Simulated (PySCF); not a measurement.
A structure optimised at TPSSh-D3(BJ)/def2-SVP, used in a PySCF frequency run:

```xyz
10

C      1.6519    -1.1858     0.3504
Si     0.0339    -0.3529    -0.0278
N     -1.1775    -1.4969    -0.4343
Cl     0.3878     1.0738    -1.5137
Cl    -0.6803     0.6901     1.6129
H      1.5314    -1.8911     1.1872
H      2.0147    -1.7404    -0.5306
H      2.4145    -0.4393     0.6191
H     -2.1491    -1.1958    -0.4769
H     -0.9826    -2.1852    -1.1591
```

Problem. Write its SMILES and formula.

Solution. C[Si](N)(Cl)Cl, CH5Cl2NSi

Problem. What are its rotational constants (standard atomic weights)?

Solution. 2.5743, 1.8502, 1.5768 GHz
